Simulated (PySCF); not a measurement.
System (SMILES): F[Si]F (closed-shell singlet).
Geometry (B3LYP-D3(BJ)/def2-TZVP, fixed):
```xyz
3

Si     0.0153     0.0127     0.5768
F      1.0240    -0.6902    -0.4611
F     -1.0478     0.6704    -0.4362
```
Charge 0, spin multiplicity 1.

Basis-set convergence of the lowest singlet excitation energy at CAM-B3LYP with PySCF. Tamm-Dancoff approximation; the state is taken by its order, and sets in which it differs in degeneracy or brightness are left out, yet its character can still change. All functions are spherical. Density fitting with generated auxiliary sets. No added dispersion term, no relativity. Reference: the value in aug-pcseg-3, 5.816 eV, itself unsure by roughly 0.003 eV (its mean distance from aug-cc-pV(Q+d)Z, aug-pcseg-2, aug-cc-pV(T+d)Z).

```json
[
 {"basis": "STO-3G", "functions": "19", "lowest singlet excitation energy (eV)": "4.992"},
 {"basis": "3-21G", "functions": "31", "lowest singlet excitation energy (eV)": "[?]"},
 {"basis": "6-31G", "functions": "31", "lowest singlet excitation energy (eV)": "[?]"},
 {"basis": "6-31G**", "functions": "46", "lowest singlet excitation energy (eV)": "5.820"},
 {"basis": "def2-SVP", "functions": "46", "lowest singlet excitation energy (eV)": "5.877"},
 {"basis": "6-311G**", "functions": "62", "lowest singlet excitation energy (eV)": "5.802"},
 {"basis": "def2-SVPD", "functions": "70", "lowest singlet excitation energy (eV)": "5.932"},
 {"basis": "pcseg-2", "functions": "94", "lowest singlet excitation energy (eV)": "5.829"},
 {"basis": "cc-pV(T+d)Z", "functions": "99", "lowest singlet excitation energy (eV)": "5.887"},
 {"basis": "def2-TZVP", "functions": "99", "lowest singlet excitation energy (eV)": "5.869"},
 {"basis": "def2-TZVPD", "functions": "123", "lowest singlet excitation energy (eV)": "5.860"},
 {"basis": "6-311++G(3df,3pd)", "functions": "125", "lowest singlet excitation energy (eV)": "5.834"},
 {"basis": "def2-TZVPPD", "functions": "128", "lowest singlet excitation energy (eV)": "[?]"},
 {"basis": "def2-QZVPP", "functions": "184", "lowest singlet excitation energy (eV)": "5.834"},
 {"basis": "pcseg-3", "functions": "184", "lowest singlet excitation energy (eV)": "5.823"},
 {"basis": "def2-QZVPPD", "functions": "208", "lowest singlet excitation energy (eV)": "[?]"},
 {"basis": "aug-pcseg-3", "functions": "259", "lowest singlet excitation energy (eV)": "5.816"},
 {"basis": "cc-pV(5+d)Z", "functions": "282", "lowest singlet excitation energy (eV)": "5.834"}
]
```

Task: Fill in the missing entries.

Result: 
- 3-21G, lowest singlet excitation energy (eV): 5.342
- 6-31G, lowest singlet excitation energy (eV): 5.462
- def2-TZVPPD, lowest singlet excitation energy (eV): 5.852
- def2-QZVPPD, lowest singlet excitation energy (eV): 5.825
